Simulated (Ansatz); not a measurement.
`O=C[SiH2][SiH3]` + HBr → `O=C[SiH2]Br` + SiH₄  (cleavage of the Si–Si bond)

Computed with Ansatz on PBE0-D4/def2-TZVP structures; ΔE is electronic, products minus reactants. CCSD(T)/CBS is the MP2 limit (def2-TZVPP, def2-QZVPP) plus CCSD(T) − MP2 in def2-TZVPP, frozen cores. This one scheme is used for every species. DFT in def2-TZVPP. B3LYP here is the variant with VWN-RPA as its local correlation; programs differ in this. For Br outer-core shells are correlated without core-valence functions, which leaves a few kJ/mol of doubt a bond. Scalar relativity is left out up to krypton. Each species was taken in one conformer, which may not be the lowest.

`O=C[SiH2][SiH3]`:

Cartesian coordinates in Å:
```
O -2.197 1.454 0.665
C -1.777 0.625 -0.100
Si -0.472 -0.699 0.410
Si 1.638 0.088 -0.234
H -2.127 0.628 -1.161
H -0.778 -1.960 -0.321
H -0.555 -0.913 1.876
H 2.680 -0.929 0.067
H 1.951 1.344 0.496
H 1.638 0.362 -1.696
```

HBr:

Z-matrix (Å, degrees):
```
Br
H 1 1.420
```

`O=C[SiH2]Br`:

```xyz
7

O     0.387    2.060    0.045
C    -0.313    1.118   -0.219
Si    0.321   -0.654    0.195
Br   -1.191   -2.140   -0.453
H    -1.310    1.266   -0.693
H     0.519   -0.760    1.658
H     1.588   -0.889   -0.534
```

SiH₄:

```xyz
5

Si    0.000    0.000    0.000
H    -0.420   -1.369    0.390
H    -0.371    0.247   -1.416
H     1.471    0.130    0.156
H    -0.680    0.993    0.870
```

```tsv
level	ΔE (kcal/mol)	difference from CCSD(T)/CBS
LDA (SPW92)	-17.2	4.9
PBE-D4	-17.8	4.3
BLYP-D4	-19.9	2.2
B3LYP-D4	-21.0	1.1
CAM-B3LYP-D4	-21.7	0.4
B2PLYP	-22.4	-0.3
PBE-QIDH	-21.8	0.3
revPBE	-18.2	3.9
LC-ωPBE	-20.5	1.6
HF/CBS(def2)	-26.0	-3.9
CCSD(T)/CBS	-22.1	0
```

Largest T1 diagnostic among the species: 0.016.

From r2SCAN to r2SCAN0 (25 % exact exchange), in def2-TZVPP and without D4, ΔE moves by −0.9 kcal/mol. In def2-TZVPP, CCSD(T) changes the Hartree–Fock value by +4.8 kcal/mol (the triples alone add +0.5 kcal/mol) and MP2 by +2.2 kcal/mol.
